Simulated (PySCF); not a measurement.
Identify the unknown among the candidates.

All candidates are C9H9F.

* 13C NMR: chemical shifts (computed TMS as zero) by class: 146.1 (1 C), 118.7 (1 C), 91.8 (2 C), 82.6 (2 C), 82.3 (1 C), 4.7 (2 C) ppm [GIAO PBE0/pcSseg-1]
* Rotational structure: rotational constants A, B, C: 1.329, 0.898, 0.621 GHz [GFN2-xTB]
* NMR, other nuclei: isotropic shieldings of nuclei other than C and H, by class: 338 (1 F) ppm [GIAO PBE0/pcSseg-1]
* Dipole: 2.59 D [PBE0/pcSseg-1]
* 1H NMR: chemical shifts (computed TMS as zero) by class: 5.93 (1 H), 5.80 (1 H), 5.46 (1 H), 2.07 (6 H) ppm [GIAO PBE0/pcSseg-1]

Gas-phase values; electronic properties from PySCF, density fitting. Levels stand in brackets. Isolated species at its GFN2-xTB geometry (one conformer only). Each NMR value is the plain mean over a class of atoms that symmetry, rotation or inversion makes alike.

**Question.** Which candidate is it?
A. `C=CC(F)(C#CC)C#CC`
B. `CC#CC1=CC=C[C@]1(C)F`
C. `C#CC[C@@H]1C/C(=C\F)C1=C`
D. `C/C=C/c1ccccc1F`

**Answer.** A. It is `C=CC(F)(C#CC)C#CC`. Numbering: `[CH2:1]=[CH:2][C:3]([F:4])([C:5]#[C:6][CH3:7])[C:8]#[C:9][CH3:10]`. Its formula, C9H9F, gives 5 degrees of unsaturation: 0 rings and 5 π bonds in the structure found. 9 carbons fall into 6 classes; from least to most shielded: alkene CH carbon [C2] (146.1 ppm), terminal =CH2 carbon [C1] (118.7 ppm), alkyne carbon [C6/C9] (91.8 ppm, 2 C), alkyne carbon [C5/C8] (82.6 ppm, 2 C), sp3 C–F carbon [C3] (82.3 ppm), propargylic carbon [C7/C10] (4.7 ppm, 2 C). Hydrogen classes from least to most shielded: 1 H on an alkene CH carbon, C2 (5.93 ppm), 1 H on a terminal =CH2 carbon, C1 (5.80 ppm), 1 H on a terminal =CH2 carbon, C1 (5.46 ppm), 6 H on 2 propargylic carbons, C7/C10 (2.07 ppm). The other shieldings belong to: 338 ppm, alkyl fluorine [F4]. By its constants the optimised geometry is an asymmetric top.

The others, at the same levels:
- `CC#CC1=CC=C[C@]1(C)F` fails: it has 9 carbon classes against 6; its computed 13C shifts are 148.4 (1 C), 144.0 (1 C), 142.6 (1 C), 139.2 (1 C), 109.6 (1 C), 105.9 (1 C), 81.6 (1 C), 24.1 (1 C), 6.5 (1 C) ppm, 1H shifts are 6.47 (1 H), 6.44 (1 H), 6.41 (1 H), 2.37 (3 H), 1.53 (3 H) ppm and rotational constant A is 2.422 GHz (against 1.329 GHz).
- `C#CC[C@@H]1C/C(=C\F)C1=C` fails: it has 9 carbon classes against 6; its computed 13C shifts are 154.4 (1 C), 154.4 (1 C), 126.0 (1 C), 112.3 (1 C), 89.0 (1 C), 75.4 (1 C), 40.7 (1 C), 30.7 (1 C), 27.0 (1 C) ppm, 1H shifts are 7.45 (1 H), 5.95 (1 H), 5.53 (1 H), 2.99 (1 H), 2.96 (1 H), 2.50 (1 H), 2.26 (1 H), 2.25 (1 H), 1.37 (1 H) ppm and rotational constant A is 3.474 GHz (against 1.329 GHz).
- `C/C=C/c1ccccc1F` fails: it has 9 carbon classes against 6; its computed 13C shifts are 169.2 (1 C), 133.7 (1 C), 133.4 (1 C), 130.3 (1 C), 129.5 (1 C), 128.9 (1 C), 128.3 (1 C), 121.7 (1 C), 23.4 (1 C) ppm, 1H shifts are 7.94 (1 H), 7.40 (1 H), 7.33 (1 H), 7.32 (1 H), 7.04 (1 H), 6.72 (1 H), 2.15 (3 H) ppm and rotational constant A is 2.541 GHz (against 1.329 GHz).

Each candidate is one conformer, not necessarily the lowest. The conformers computed, where there is a choice (atom-mapped SMILES and torsion angles):
- `[CH2:1]=[CH:2][C:3]([F:4])([C:5]#[C:6][CH3:7])[C:8]#[C:9][CH3:10]`: C1–C2–C3–F4 2°
- `[CH:1]#[C:2][CH2:3][C@@H:4]1[CH2:5]/[C:6](=[CH:7]\[F:8])[C:9]1=[CH2:10]`: C2–C3–C4–C5 174°
- `[CH3:1]/[CH:2]=[CH:3]/[c:4]1[cH:5][cH:6][cH:7][cH:8][c:9]1[F:10]`: C2–C3–C4–C5 7°
